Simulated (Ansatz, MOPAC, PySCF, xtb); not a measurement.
Complex: N2 (SMILES N#N) (first 2 atoms) with GeH4 (SMILES [GeH4]); geometry from B3LYP-D3(BJ)/def2-TZVP.
(charge 0, multiplicity 1):
```csv
atom,x (Å),y (Å),z (Å)
N,-0.2136,-0.0766,-1.1125
N,-0.5000,0.3781,-0.1633
Ge,0.1417,-0.0591,3.3546
H,0.5198,-0.3805,4.8089
H,-0.5392,-1.2822,2.7233
H,1.4116,0.2837,2.5621
H,-0.8204,1.1366,3.3268
```

Interaction energies are E(AB) − E(A) − E(B) at the monomers' geometry in the complex; basis-set methods are counterpoise corrected. Rows marked so take none.

Rows in 3-21G carry no dispersion term and start afresh at each structure; the Pople sets are all-electron and without relativity. The state that PM6 reach isn't checked.

Codes used: Ansatz (a program for electronic structure) with Gaussian orbitals; MOPAC for PM6 (differences of heats of formation); PySCF for 3-21G rows; xtb for the GFN methods. Each number belongs to the level named beside it.

One of these levels gives 19.4 meV for the interaction energy. Which one is it?
(A) PM6
(B) HF/3-21G (no counterpoise)
(C) GFN1-xTB
(D) HF/aug-cc-pVDZ

D, HF/aug-cc-pVDZ. The others give -2.3 (PM6), -344.5 (GFN1-xTB), -64.4 (HF/3-21G (no counterpoise))
